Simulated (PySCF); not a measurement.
A structure optimised at PBE0-D3(BJ)/def2-SVP, used in a PySCF frequency run:

```xyz
11

B     -0.5667    -0.4060    -0.0992
C     -1.8390    -1.3062    -0.2677
H     -1.5853    -2.3355    -0.5596
H     -2.5653    -0.8861    -0.9773
H     -2.3444    -1.3715     0.7132
N     -0.6082     0.9935    -0.3572
C     -0.7306     2.1567    -0.6045
O     -0.8407     3.2937    -0.8429
N      0.6663    -0.9533     0.3572
C      1.6613    -1.4959     0.7374
O      2.6372    -2.0169     1.1089
```

Task: Write its SMILES and formula.

Result: CB(N=C=O)N=C=O, C₃H₃BN₂O₂

Task: What are its rotational constants (standard atomic weights)?

Result: 3.6813, 0.96662, 0.76924 GHz
